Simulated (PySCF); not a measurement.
**Mn: excitation energy**

Mn [Ar] 3d5 4s2 (6S) → Mn [Ar] 3d6 4s1 (6D), as a difference of total energies. All numbers are calculated (PySCF 2.14, the non-relativistic Hamiltonian (point nucleus), in def2-TZVPPD). Correlated levels: valence: [Ar] frozen. The calculations carry no spin-orbit coupling.

```
           method  excitation energy (eV)
              UHF                   3.175
    MP2 (valence)                   2.094
SCS-MP2 (valence)                   2.084
   CCSD (valence)                   2.443
CCSD(T) (valence)                   2.374
```

Question: How much does correlation contribute at CCSD(T) (valence)?

Answer: 2.374 − (3.175) = -0.801 eV, measured against UHF.

These non-relativistic numbers lack the scalar-relativistic shift.

Errors of the correlated levels include the incompleteness of this basis and the frozen core.

For comparison: 2.145 eV (measured; NIST levels, between the centres of gravity of the two terms).
